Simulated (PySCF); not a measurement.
Record of a relaxation.

C₃H₈GeO.
Atom-mapped SMILES: `[CH3:1][CH2:2][C:3](=[O:4])[GeH3:5]` (hydrogens: H6, H7, H8 on C1; H9, H10 on C2; H11, H12, H13 on Ge5)

Computed by this run: PBE0-D3(BJ)/def2-SVP geometry optimisation, gas phase in PySCF 2.14.0; density fitting, grid level 1; the optimiser is geomeTRIC in internal coordinates, started from a GFN2-xTB structure with every atom displaced at random (about 0.01 Å). The frame can shift and turn from step to step; on so coarse a grid that alone can change the energy by a few meV, and forces under 0.02 eV/Å are noise.

Step 0: E = -61782.0069 eV, largest atomic force 2.122 eV/Å
```
atom  x, y, z in Å  |  force x, y, z in eV/Å
C1      1.464    0.185    0.621   -1.541   0.993  -1.069
C2      0.847   -0.877   -0.278   -0.343   0.502   0.827
C3     -0.383   -0.383   -1.018    1.008  -0.216   0.890
O4     -0.501   -0.549   -2.192   -0.455  -0.021  -1.194
Ge5    -1.786    0.571    0.028    0.315   0.021   0.073
H6      2.303   -0.168    1.154    1.323  -0.637   0.851
H7      1.770    1.061    0.020    0.074  -0.124   0.100
H8      0.722    0.556    1.340    0.037   0.027   0.232
H9      1.589   -1.234   -0.974    0.304  -0.397  -0.732
H10     0.520   -1.717    0.351   -0.049  -0.252   0.042
H11    -1.451    2.014    0.281    0.338   0.672  -0.005
H12    -3.050    0.537   -0.729   -1.009  -0.099  -0.729
H13    -2.038   -0.015    1.385   -0.003  -0.469   0.714
```

Step 1: E = -61782.1688 eV, largest atomic force 0.517 eV/Å
```
atom  x, y, z in Å  |  force x, y, z in eV/Å
C1      1.471    0.746    0.322    0.419  -0.122   0.278
C2      0.891   -0.337   -0.571    0.099  -0.103  -0.144
C3     -0.308    0.132   -1.361   -0.197   0.017  -0.288
O4     -0.415   -0.020   -2.554    0.061   0.024   0.308
Ge5    -1.797    1.082   -0.368   -0.158   0.051   0.102
H6      2.347    0.368    0.889   -0.293   0.095  -0.199
H7      1.808    1.612   -0.264    0.008   0.062  -0.048
H8      0.743    1.106    1.064   -0.053   0.016   0.035
H9      1.634   -0.722   -1.294   -0.106   0.054   0.088
H10     0.556   -1.192    0.045   -0.019   0.003  -0.003
H11    -1.399    2.569   -0.156   -0.071  -0.199  -0.041
H12    -3.098    1.010   -1.213    0.286  -0.015   0.152
H13    -2.027    0.443    1.036    0.025   0.116  -0.240
```

Step 2: E = -61782.1810 eV, largest atomic force 0.103 eV/Å
```
atom  x, y, z in Å  |  force x, y, z in eV/Å
C1      1.491    0.742    0.327    0.081  -0.025   0.060
C2      0.888   -0.330   -0.570    0.012   0.015   0.050
C3     -0.317    0.144   -1.350    0.063  -0.039  -0.055
O4     -0.413   -0.017   -2.540   -0.085   0.046  -0.011
Ge5    -1.810    1.084   -0.367   -0.002  -0.001   0.014
H6      2.363    0.348    0.874   -0.047   0.011  -0.035
H7      1.831    1.612   -0.256   -0.016  -0.004  -0.005
H8      0.775    1.102    1.083   -0.013   0.004  -0.009
H9      1.618   -0.715   -1.301   -0.018   0.009   0.004
H10     0.552   -1.186    0.043   -0.002   0.001   0.014
H11    -1.440    2.567   -0.173    0.003  -0.003  -0.011
H12    -3.084    0.982   -1.218    0.019  -0.020  -0.007
H13    -2.046    0.462    1.025    0.006   0.006  -0.010
```

Step 3: E = -61782.1803 eV, largest atomic force 0.176 eV/Å
```
atom  x, y, z in Å  |  force x, y, z in eV/Å
C1      1.490    0.743    0.331   -0.052   0.031  -0.038
C2      0.886   -0.327   -0.570    0.004  -0.023  -0.106
C3     -0.316    0.145   -1.358   -0.099   0.072   0.126
O4     -0.437   -0.006   -2.546    0.127  -0.051  -0.001
Ge5    -1.801    1.082   -0.367    0.009   0.006   0.007
H6      2.355    0.345    0.878    0.034  -0.023   0.018
H7      1.833    1.612   -0.252   -0.009  -0.009   0.009
H8      0.770    1.104    1.083    0.005  -0.001  -0.015
H9      1.617   -0.714   -1.297    0.044  -0.022  -0.009
H10     0.546   -1.181    0.044   -0.011   0.004  -0.012
H11    -1.439    2.566   -0.185    0.006   0.041   0.001
H12    -3.072    0.963   -1.212   -0.049  -0.013  -0.033
H13    -2.025    0.466    1.027   -0.008  -0.011   0.054
```

Step 4: E = -61782.1821 eV, largest atomic force 0.051 eV/Å
```
atom  x, y, z in Å  |  force x, y, z in eV/Å
C1      1.493    0.741    0.330   -0.019   0.011  -0.010
C2      0.888   -0.327   -0.571   -0.001  -0.010  -0.034
C3     -0.317    0.147   -1.353   -0.010   0.010   0.049
O4     -0.428   -0.009   -2.542    0.027  -0.003  -0.012
Ge5    -1.806    1.084   -0.366    0.006   0.003   0.002
H6      2.360    0.343    0.874    0.016  -0.008   0.009
H7      1.833    1.611   -0.252   -0.005  -0.002   0.003
H8      0.774    1.101    1.084    0.001   0.001  -0.007
H9      1.617   -0.713   -1.300    0.015  -0.008  -0.003
H10     0.549   -1.183    0.043   -0.005   0.001  -0.003
H11    -1.446    2.569   -0.185    0.003   0.021  -0.003
H12    -3.076    0.962   -1.216   -0.026  -0.011  -0.018
H13    -2.034    0.469    1.029   -0.002  -0.004   0.029
```

Step 5: E = -61782.1825 eV, largest atomic force under 0.02 eV/Å
```
atom  x, y, z in Å  |  force x, y, z in eV/Å
C1      1.494    0.740    0.331   -0.007   0.001  -0.003
C2      0.889   -0.327   -0.572   -0.004  -0.007  -0.005
C3     -0.317    0.149   -1.351    0.011  -0.006   0.012
O4     -0.426   -0.007   -2.540   -0.002   0.013  -0.007
Ge5    -1.808    1.085   -0.365   -0.001  -0.001   0.000
H6      2.362    0.340    0.874    0.006  -0.001   0.004
H7      1.833    1.611   -0.249    0.000   0.001   0.000
H8      0.775    1.097    1.085    0.000   0.001  -0.001
H9      1.618   -0.711   -1.303    0.001  -0.001   0.000
H10     0.550   -1.184    0.039   -0.001  -0.001   0.000
H11    -1.453    2.574   -0.195   -0.001   0.002  -0.006
H12    -3.079    0.951   -1.214   -0.004  -0.007   0.000
H13    -2.032    0.478    1.036    0.002   0.005   0.006
```

Step 6: E = -61782.1829 eV, largest atomic force 0.026 eV/Å
```
atom  x, y, z in Å  |  force x, y, z in eV/Å
C1      1.495    0.737    0.333   -0.001  -0.003  -0.002
C2      0.891   -0.327   -0.575   -0.008  -0.006   0.019
C3     -0.316    0.152   -1.349    0.018  -0.013  -0.013
O4     -0.425   -0.001   -2.539   -0.016   0.020  -0.003
Ge5    -1.809    1.086   -0.363   -0.003  -0.006  -0.002
H6      2.363    0.336    0.875   -0.001   0.005   0.001
H7      1.833    1.611   -0.244    0.005   0.002  -0.002
H8      0.774    1.091    1.087    0.001   0.000   0.004
H9      1.620   -0.708   -1.308   -0.008   0.005   0.001
H10     0.552   -1.186    0.033    0.004  -0.002   0.002
H11    -1.466    2.581   -0.215   -0.004  -0.010  -0.008
H12    -3.082    0.928   -1.206    0.009  -0.001   0.013
H13    -2.022    0.496    1.048    0.003   0.010  -0.009
```

Step 7: E = -61782.1835 eV, largest atomic force 0.035 eV/Å
```
atom  x, y, z in Å  |  force x, y, z in eV/Å
C1      1.495    0.733    0.335    0.003  -0.004  -0.002
C2      0.893   -0.326   -0.579   -0.009  -0.007   0.033
C3     -0.315    0.155   -1.348    0.011  -0.011  -0.028
O4     -0.426    0.009   -2.539   -0.015   0.021   0.002
Ge5    -1.810    1.086   -0.361   -0.003  -0.011  -0.003
H6      2.364    0.331    0.876   -0.006   0.007  -0.002
H7      1.832    1.611   -0.237    0.007   0.001  -0.003
H8      0.773    1.082    1.091    0.002  -0.001   0.006
H9      1.623   -0.702   -1.314   -0.011   0.007   0.000
H10     0.555   -1.189    0.024    0.007  -0.001   0.002
H11    -1.484    2.588   -0.248   -0.004  -0.014  -0.008
H12    -3.088    0.895   -1.190    0.013   0.003   0.019
H13    -2.003    0.524    1.064    0.004   0.010  -0.016
```

Step 8: E = -61782.1842 eV, largest atomic force 0.033 eV/Å
```
atom  x, y, z in Å  |  force x, y, z in eV/Å
C1      1.495    0.729    0.338    0.006   0.000  -0.001
C2      0.895   -0.325   -0.583   -0.008  -0.009   0.031
C3     -0.314    0.160   -1.348   -0.004  -0.003  -0.028
O4     -0.428    0.023   -2.540   -0.002   0.014   0.005
Ge5    -1.810    1.086   -0.358   -0.001  -0.011  -0.001
H6      2.364    0.325    0.878   -0.008   0.005  -0.004
H7      1.831    1.611   -0.227    0.006  -0.001  -0.003
H8      0.772    1.072    1.096    0.002  -0.001   0.004
H9      1.625   -0.695   -1.321   -0.008   0.005  -0.001
H10     0.559   -1.194    0.014    0.007   0.001   0.002
H11    -1.509    2.595   -0.295   -0.003  -0.009  -0.007
H12    -3.096    0.848   -1.163    0.009   0.006   0.016
H13    -1.976    0.562    1.085    0.004   0.005  -0.013
```

Step 9: E = -61782.1847 eV, largest atomic force under 0.02 eV/Å
```
atom  x, y, z in Å  |  force x, y, z in eV/Å
C1      1.496    0.724    0.341    0.006   0.004   0.000
C2      0.896   -0.324   -0.587   -0.005  -0.009   0.014
C3     -0.313    0.166   -1.348   -0.011   0.003  -0.015
O4     -0.427    0.044   -2.541    0.010   0.004   0.005
Ge5    -1.812    1.084   -0.355    0.000  -0.005   0.002
H6      2.364    0.316    0.879   -0.004   0.000  -0.003
H7      1.833    1.609   -0.219    0.002  -0.001  -0.002
H8      0.773    1.062    1.101    0.001   0.000   0.000
H9      1.626   -0.687   -1.328   -0.003  -0.001  -0.002
H10     0.562   -1.198    0.003    0.003   0.003   0.004
H11    -1.543    2.600   -0.354   -0.001  -0.001  -0.004
H12    -3.107    0.791   -1.124   -0.001   0.004   0.005
H13    -1.940    0.610    1.108    0.003  -0.002  -0.004
```

Step 10: E = -61782.1849 eV, largest atomic force under 0.02 eV/Å
```
atom  x, y, z in Å  |  force x, y, z in eV/Å
C1      1.498    0.723    0.341    0.004   0.005  -0.002
C2      0.895   -0.325   -0.586   -0.003  -0.007   0.002
C3     -0.313    0.169   -1.348   -0.009   0.001  -0.004
O4     -0.424    0.051   -2.542    0.011   0.003   0.001
Ge5    -1.813    1.082   -0.355    0.000  -0.002   0.002
H6      2.365    0.314    0.878   -0.001  -0.001  -0.001
H7      1.838    1.606   -0.221    0.000  -0.001  -0.001
H8      0.776    1.065    1.100    0.000   0.001  -0.001
H9      1.623   -0.688   -1.327   -0.001  -0.003  -0.001
H10     0.560   -1.197    0.005    0.000   0.005   0.005
H11    -1.552    2.600   -0.366   -0.001   0.002  -0.002
H12    -3.111    0.779   -1.115   -0.002   0.001   0.001
H13    -1.932    0.618    1.111    0.002  -0.003   0.001
```

**Question.** Summarise the path.

**Answer.** The energy falls by 0.1780 eV from step 0 to step 10; nine tenths of that is first reached at step 1. It rises by more than 0.2 meV at step 3. The largest force goes from 2.122 to under 0.02 eV/Å. Among the bonds Ge5–H12 changes most, from 1.474 to 1.534 Å; the atoms move by 0.135 Å rms after alignment.

The cost below is that of the whole optimisation. The run took 73 s wall on an Arm Neoverse V1 with one thread, no GPU, shared host with 32 logical CPUs at a one-minute load of 28, and the process peaked at 0.54 GiB of memory.
